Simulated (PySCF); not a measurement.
Spinor energies of Dy⁵⁰⁺ (dysprosium, charge +50)

Start: [Ne] 3s2 3p4; 3p1/2 filled at m_j = -1/2, +1/2; 3p3/2 filled at m_j = +1/2, +3/2. Calculated with PySCF 2.14 in an even-tempered Gaussian basis (18 s from 13 bohr⁻², ratio 2.4; 14 p from 17 bohr⁻², ratio 2.4; 4 d from 61 bohr⁻², ratio 2.6; 4 f from 92 bohr⁻², ratio 2.6): generalised Hartree-Fock with the X2C-1e Hamiltonian and a Gaussian nucleus; one run each with spin-orbit coupling (SO) switched off, then screened by Boettger's factors.

```json
{"spinor shell": "1s1/2", "electrons": "2", "ε, spin-free (eV)": "-57548.0", "ε, screened SO (eV)": "-57532.3", "weight of nominal j (screened SO)": "1.000", "rms radius, screened SO (bohr)": "0.0240"}
{"spinor shell": "2s1/2", "electrons": "2", "ε, spin-free (eV)": "-12468.8", "ε, screened SO (eV)": "-12462.4", "weight of nominal j (screened SO)": "1.000", "rms radius, screened SO (bohr)": "0.0957"}
{"spinor shell": "2p1/2", "electrons": "2", "ε, spin-free (eV)": "-11455.8", "ε, screened SO (eV)": "-12035.0", "weight of nominal j (screened SO)": "1.000", "rms radius, screened SO (bohr)": "0.0817"}
{"spinor shell": "2p3/2", "electrons": "4", "ε, spin-free (eV)": "-11455.8", "ε, screened SO (eV)": "-11205.5", "weight of nominal j (screened SO)": "1.000", "rms radius, screened SO (bohr)": "0.0880"}
{"spinor shell": "3s1/2", "electrons": "2", "ε, spin-free (eV)": "-4891.5", "ε, screened SO (eV)": "-4889.1", "weight of nominal j (screened SO)": "1.000", "rms radius, screened SO (bohr)": "0.231"}
{"spinor shell": "3p1/2", "electrons": "2", "ε, spin-free (eV)": "-4589.4", "ε, screened SO (eV)": "-4729.1", "weight of nominal j (screened SO)": "0.999", "rms radius, screened SO (bohr)": "0.220"}
{"spinor shell": "3p3/2", "electrons": "2", "ε, spin-free (eV)": "-4589.4", "ε, screened SO (eV)": "-4526.1", "weight of nominal j (screened SO)": "0.999", "rms radius, screened SO (bohr)": "0.230"}
```

```tsv
quantity	spin-free	screened SO
E (hartree)	-9687.56396	-9700.72279
M_J	2	2
⟨J²⟩	6.000	6.001
⟨L²⟩	2.000	3.244
⟨S²⟩	2.000	1.412
```

Each row is a mean over spinors that exchange with the open shell spreads, by up to 34.174 eV (3s1/2).

Breit and QED terms are absent; they matter most for the inner s and p1/2 levels.

Densities and radii are taken from the X2C orbitals without a picture-change correction, which distorts them close to the nucleus.

Without spin-orbit coupling the j labels of p, d and f shells carry no meaning; the spin-free column gives the mean over the occupied spinors of each nl shell.
